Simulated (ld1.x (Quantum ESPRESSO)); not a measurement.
strontium: one change to a TM semilocal potential, before and after

| Quantity | Value |
| --- | --- |
| Element | Sr |
| Generator | ld1.x (Quantum ESPRESSO) 7.5 |
| Type | norm-conserving Troullier–Martins (semilocal form) |
| Functional | LDA (PZ) |
| Relativity | scalar-relativistic |
| Frozen core | [Ar] 3d10 4s2 |
| Valence charge | 8 |
| Reference configuration | 4p6 4d0 5s2 5p0 |
| Partial waves | 4p (bound): rc 2.60 bohr; 4d (bound, empty): rc 3.80 bohr; 5s (bound): rc 2.95 bohr |
| Local potential | the s channel |
| Core correction | none |

Change: all radii scaled by about 0.92 (s 2.70, p 2.38, d 3.48 bohr).

Cutoffs: the cutoffs (Ry, on a coarse ladder) from which the occupation-weighted sum of valence levels, in a spherical-Bessel basis at the reference potential, stays within 10 and 1 mRy of its value at 400 Ry; they do not see the model core or the augmentation charge, which bear on the density cutoff. Errors are all-electron minus pseudo energies relative to the spin-unpolarised reference configuration.

**Question.** How do hardness, ghosts and transferability respond?

**Answer.** The potential gets neither clearly harder nor softer (18 Ry and 30 Ry → 18 Ry and 30 Ry); the p channel sets the loose cutoff, while the largest relative change is in s, which becomes harder; of the 9 tests that both files solve, the error grows in 3 and shrinks in 0 by more than 15 % and 0.3 meV (median size 7.8 → 8.5 meV); neither file shows a bound ghost. That the errors move this way runs against the usual rule that smaller radii transfer better. A semilocal file is local in each channel, so a ghost entry of none says nothing of the separable form that plane-wave codes build from it.

```tsv
quantity	base	changed
cutoff, loose	18 Ry	18 Ry
cutoff, tight	30 Ry	30 Ry
loose cutoff by channel (10 mRy a level)	p 15 Ry, s 6 Ry	p 15 Ry, s 8 Ry
bound ghosts	none	none
error for 4p6 4d0 5s1 5p0, meV [ΔE 6.06 eV]	+5.4	+7.9
error for 4p6 4d0 5s0 5p0, meV [ΔE 17.24 eV]	+19	+17
error for 4p6 4d0 5s1.5 5p0, meV [ΔE 2.41 eV]	+1.2	+1.8
error for 4p6 4d0 5s0 5p2, meV [ΔE 4.93 eV]	+102	+98
error for 4p6 4d0 5s1 5p1, meV [ΔE 2.39 eV]	+44	+42
error for 4p6 4d1 5s0 5p0, meV [ΔE 7.86 eV]	+2.1	+2.4
error for 4p6 4d0 5s0 5p1, meV [ΔE 9.11 eV]	+85	+81
error for 4p6 4d0 5s1 5p0 (spin-polarised), meV [ΔE 5.89 eV]	+7.8	+8.5
error for 4p6 4d0 5s1.5 5p0 (spin-polarised), meV [ΔE 2.38 eV]	+1.7	+2.1
```
